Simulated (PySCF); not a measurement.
Compound: C6H8FO (doublet state).
SMILES with atom numbers: `[F:1]/[CH:2]=[C:3]1/[CH2:4][CH:5][O:6][CH2:7][CH2:8]1` (hydrogens: H9 on C2; H10, H11 on C4; H12 on C5; H13, H14 on C7; H15, H16 on C8)

Cartesian coordinates in Å at the GFN2-xTB level; atoms count from 1:
```xyz
16
C6H8FO angstrom
F     -0.6261    2.9252   -0.2597
C     -1.1747    1.6969   -0.3727
C     -0.5802    0.6138    0.0994
C     -1.1848   -0.7510   -0.0272
C     -0.1720   -1.7640   -0.4585
O      1.1540   -1.6391   -0.1510
C      1.6639   -0.3267   -0.1041
C      0.7804    0.6116    0.7269
H     -2.1351    1.7280   -0.8645
H     -2.0242   -0.7486   -0.7273
H     -1.5939   -1.0357    0.9576
H     -0.4617   -2.7989   -0.5271
H      1.7525    0.0715   -1.1257
H      2.6634   -0.4154    0.3286
H      0.7199    0.2295    1.7491
H      1.2111    1.6117    0.7448
```

The hyperfine couplings belong to this conformer and change with its torsions.

Theory: PySCF, UKS B3LYP, pcH-1 on C F H O, non-relativistic, mean-field spin-orbit, GIAO. One conformer (not necessarily the lowest) at the GFN2-xTB geometry, without solvent, vibrations or thermal averaging. The geometry wasn't refined by DFT: couplings that depend on bond lengths, twists or pyramidal angles can differ widely from those at the functional's own minimum. Stability of the SCF solution: not tested.

Q: Match the computed a_iso(13C) values +155.5, -12.3, +7.3, +4.9, +2.3, -1.7 MHz with the sites C2; C3; C4; C5; C7; C8.

A: 
```tsv
site	a_iso (MHz)	ρ(0) (bohr⁻³)	position	distance from C5 (Å)	spin population	largest |T| (MHz)
C2	-1.7	-0.0015	3 bonds from C5	3.60	0.00	1.0
C3	+4.9	+0.0044	2 bonds from C5	2.48	0.00	2.1
C4	-12.3	-0.0110	1 bond from C5	1.50	-0.06	4.6
C5	+155.5	+0.1383	largest spin population	0.00	+0.89	149.7
C7	+2.3	+0.0021	2 bonds from C5	2.36	-0.01	2.9
C8	+7.3	+0.0065	3 bonds from C5	2.82	0.00	1.5
```

ρ(0) is the spin density at the nucleus and T the dipolar tensor; entries for several nuclei are means. The largest Mulliken spin populations are on C5 (+0.89), O6 (+0.11), H11 (+0.06) and C4 (-0.06). No atom but C5 exceeds +0.15. The angles at C5 add up to 352.4°, so it is slightly pyramidal.

Means are taken over nuclei equivalent by connectivity, which assumes that they swap fast. The 1H value of +83.1 MHz is a mean of couplings from 44.8 to 121.4 MHz in this one geometry, not an average over conformers. The 1H value of +6.2 MHz is a mean of couplings from -1.8 to 14.1 MHz in this one geometry, not an average over conformers.
